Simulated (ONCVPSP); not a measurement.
indium (In): excitation energies, all-electron against ONCV

| Property | Result |
| --- | --- |
| Element | In (Z = 49) |
| Generator | ONCVPSP 4.0.1 |
| Type | optimised norm-conserving Vanderbilt (ONCV) |
| Functional | PBE |
| Relativity | scalar-relativistic |
| Frozen core | [Ar] 3d10 |
| Valence charge | 21 |
| Reference configuration | 4s2 4p6 4d10 5s2 5p1 |
| Partial waves | 4s+5s: rc 1.25 bohr, ncon 4, nbas 7, qcut 9.1 1/bohr, 2 projectors; 4p+5p: rc 1.50 bohr, ncon 3, nbas 6, qcut 10.2 1/bohr, 2 projectors; 4d: rc 1.05 bohr, ncon 3, nbas 6, qcut 7.8 1/bohr, 2 projectors, debl 2.1 Ha |
| Local potential | polynomial inside 0.90 bohr (lpopt 5, dvloc0 6 Ha) |
| Core correction | Teter function, fcfact 4.25, rcfact 1.2 |

Energies are relative to the spin-unpolarised reference configuration 4s2 4p6 4d10 5s2 5p1; without spin polarisation the order of configurations can differ from experiment. Not all tests gave a result: 1 of 4 tests not solved or not reliable.

```json
{"valence configuration": "4s2 4p6 4d10 5s2 5p0", "charge": "+1", "ΔE all-electron (eV)": "5.363", "error AE − PS (meV)": "-1.1"}
{"valence configuration": "4s2 4p6 4d10 5s1 5p0", "charge": "+2", "ΔE all-electron (eV)": "24.599", "error AE − PS (meV)": "-4.7"}
{"valence configuration": "4s2 4p6 4d10 5s0 5p3", "charge": "0", "ΔE all-electron (eV)": "11.948", "error AE − PS (meV)": "-1.5"}
```

Levels in the configuration 4s2 4p6 4d10 5s1 5p0:

```tsv
level	all-electron (eV)	pseudo (eV)
4s	-137.719	-137.735
4p	-96.192	-96.202
4d	-36.530	-36.532
5s	-23.672	-23.673
```
